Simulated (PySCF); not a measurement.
**EPR parameters of [C7H10]+**

Species: C7H10 (charge +1 and doublet state).
Structure used (GFN2-xTB), in Å, numbered top down from 1:
```xyz
17
C7H10 angstrom
C      2.2468   -0.0269    0.7144
C      0.8921    0.0887    0.1834
C      0.0833    1.2124    0.2620
C     -1.1917    0.9911   -0.3382
C     -2.0389   -0.1989    0.2442
C     -1.1629   -0.4305   -0.9085
C      0.2050   -0.9927   -0.5735
H      2.4158   -1.0063    1.1637
H      2.9739    0.0455   -0.1024
H      2.4754    0.7662    1.4226
H      0.3897    2.1568    0.6810
H     -1.7741    1.8173   -0.7163
H     -1.7497   -0.5589    1.2206
H     -3.1029   -0.0868    0.1017
H     -1.5874   -0.6074   -1.8862
H      0.7734   -1.2358   -1.4781
H      0.1453   -1.9218   -0.0003
```

The hyperfine couplings belong to this conformer and change with its torsions.

Identity: `C[C+]1[CH][C@@H]2C[C@@H]2C1` [radical] (charge +1).

The calculation used PySCF, UKS B3LYP, pcH-1 on C H, non-relativistic, mean-field spin-orbit, GIAO. Isolated species at its GFN2-xTB geometry, gas phase. A GFN2-xTB geometry isn't a minimum of the functional, and hyperfine couplings can be far from their values at a DFT geometry, by a factor of two or more for some ions and for spin on atoms past the first row. Stability of the SCF solution: not tested.

```json
{
 "g1, g2, g3": "2.00232, 2.00275, 2.00425",
 "g_iso": "2.00311",
 "Form of g": "rhombic: the two nearest values differ by 22 % of g3 − g1",
 "⟨S²⟩": "0.7527 (exact 0.7500)",
 "α and β electrons": "26, 25"
}
```

Hyperfine couplings atom by atom, in MHz; T1 to T3 are the principal values of the dipolar part:

```
atom  isotope  a_iso     T1     T2    T3  Mulliken spin population
  C1      13C  -14.5   -3.1   -0.8   4.0                     -0.02
  C2      13C   28.9  -33.6  -31.5  65.1                      0.39
  C3      13C    4.8  -23.0  -21.0  44.0                      0.25
  C4      13C   -7.2  -15.7  -13.8  29.5                      0.10
  C5      13C   21.4  -17.6  -16.9  34.4                      0.17
  C6      13C   -0.2   -8.1   -5.7  13.8                      0.04
  C7      13C  -13.8   -2.5   -0.7   3.2                     -0.03
  H8       1H   45.4   -3.5   -1.8   5.3                      0.02
  H9       1H   99.0   -3.9   -2.5   6.4                      0.04
 H10       1H   10.8   -3.4   -1.6   5.0                      0.00
 H11       1H  -16.7  -11.6   -3.6  15.2                     -0.01
 H12       1H   13.5   -7.8   -3.7  11.4                      0.00
 H13       1H   -6.4   -7.4   -1.1   8.5                      0.00
 H14       1H    7.5   -8.5   -2.2  10.8                      0.00
 H15       1H   40.1   -4.2   -2.1   6.3                      0.01
 H16       1H   96.3   -3.6   -2.4   6.0                      0.04
 H17       1H   30.5   -3.7   -1.5   5.2                      0.01
```

The Mulliken spin populations are largest on C2 (+0.39), C3 (+0.25), C5 (+0.17) and C4 (+0.10). Three atoms exceed +0.15.

C3, the radical centre as drawn in `C[C+]1[CH][C@@H]2C[C@@H]2C1`, holds a spin population of +0.25 out of 1.

Axes: g2 points within 3° of the C2–C7 bond.

Under fast tumbling the dipolar parts average out, and these isotropic splittings remain (the largest six): 1 × 1H (H16, I = 1/2, 2 lines) with 3.43 mT, 3 × 1H (H8/H9/H10, I = 1/2, 4 lines) with 1.84 mT, 1 × 1H (H15, I = 1/2, 2 lines) with 1.43 mT, 1 × 1H (H17, I = 1/2, 2 lines) with 1.09 mT, 1 × 1H (H11, I = 1/2, 2 lines) with 0.60 mT and 1 × 1H (H12, I = 1/2, 2 lines) with 0.48 mT.

Class means assume fast exchange of nuclei equivalent by connectivity; if that motion is slow, each nucleus keeps its own coupling. The three 1H nuclei of mean +51.7 MHz run from 10.8 to 99.0 MHz in the frozen geometry.

The 13C coupling of C2 (28.9 MHz) shows only in satellite lines or after enrichment, since that isotope makes up about 1.07 % of natural carbon.

β density exceeds α density at some nuclei, such as C1 (-0.0129), C7 (-0.0123) and C4 (-0.0064), spin density in bohr⁻³. In a single determinant that takes different orbitals for the two spins, that is spin polarisation.
